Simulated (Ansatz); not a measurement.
The same path of Cl2GaH (4 atoms, charge 0, multiplicity 1) was run twice with different band settings. Lost on the way: Ga1–H2, Ga1–Cl3. Made: H2–Cl3.

All numbers below come from RKS PBE/def2-SVP (Ansatz).

Relaxed end points:

```xyz
4
Properties=species:S:1:pos:R:3
Ga 0.318 0.000 0.381
H 0.091 0.000 1.922
Cl 2.288 0.000 -0.489
Cl -1.320 0.000 -1.018
```

```xyz
4
Properties=species:S:1:pos:R:3
Ga -1.238 0.000 0.399
H 1.991 0.000 1.766
Cl 2.011 0.000 0.468
Cl -1.387 0.000 -1.838
```

Common settings: movable images 7; climbing image yes; spring 5.0 eV/Å²; optimiser quadratic models (default); start path through a guess of the saddle point; iteration limit 60; end points relaxed.

| run | force threshold |
| --- | --- |
| 1 | 0.05 eV/Å |
| 2 | 0.5 eV/Å |

Q: What does each run give, and how far can it be trusted?

A: Run 1: converged after 10 iterations, highest image 1.879 eV above the first end. A vibrational analysis at the climbing image gives one clearly imaginary mode, 898i cm⁻¹: a first-order saddle point.
Run 2: converged after 9 iterations, highest image 1.879 eV above the first end. The threshold of 0.5 eV/Å is loose, so the images may lie well off the minimum-energy path. Another band between the same ends (7 images) ends at a top of the same energy, where a vibrational analysis finds 1 clearly imaginary mode.
The orbitals stay closed-shell, which can raise the energy where a bond breaks towards radicals; this wasn't checked here.
